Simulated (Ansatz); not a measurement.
`F[SiH](Br)Br` → `Br[Si]Br` + H–F at 500 K and 1 bar (silylene formation by 1,1-elimination).

Calculated with Ansatz (gas phase, PBE0-D4/def2-TZVP geometries, no zero-point term in ΔE). CBS: MP2 limit from def2 TZ/QZ plus the TZ coupled-cluster correction, frozen cores. This one scheme is used for every species. For Br outer-core shells are correlated without core-valence functions, which leaves a few kJ/mol of doubt a bond. Scalar relativity is left out up to krypton.

| species | CCSD(T)/CBS energy (Eh) | H − E (kJ/mol) | S (J/(mol·K)) |
| --- | --- | --- | --- |
| `F[SiH](Br)Br` | -5536.27111 | 70.8 | 377.7 |
| `Br[Si]Br` | -5435.76988 | 30.1 | 333.9 |
| H–F | -100.39570 | 39.4 | 188.7 |

H − E and S are ideal-gas, rigid-rotor, harmonic terms from PBE0-D4/def2-TZVP. 1 Eh = 2625.50 kJ/mol, R = 8.31446 J/(mol·K).

Task: By hand: ΔE, ΔH, ΔS and ΔG.

Result: ΔE = (-5435.76988) + (-100.39570) − (-5536.27111) = 0.10553 Eh = 277.1 kJ/mol. Δ(H − E) = 30.1 + 39.4 − 70.8 = -1.3, so ΔH = 275.8 kJ/mol. ΔS = 333.9 + 188.7 − 377.7 = 144.9 J/(mol·K). ΔG = 275.8 − 500 × (144.9)/1000 = 203.4 kJ/mol.

Task: By hand: the equilibrium constant, and the temperature at which ΔG would vanish if ΔH and ΔS stayed fixed.

Result: log₁₀ K = −ΔG/(RT ln 10) = -21.2. ΔG = 0 at ΔH/ΔS = 1903 K.

The number of gas molecules changes by +1, which sets the sign of ΔS. A doubt of 5 kJ/mol in ΔE shifts log₁₀ K by 0.5 here. These are equilibria of isolated gas molecules and say nothing of rates. Largest T1 diagnostic: 0.010 (customary marks: 0.02 for closed shells, 0.045 for open ones).
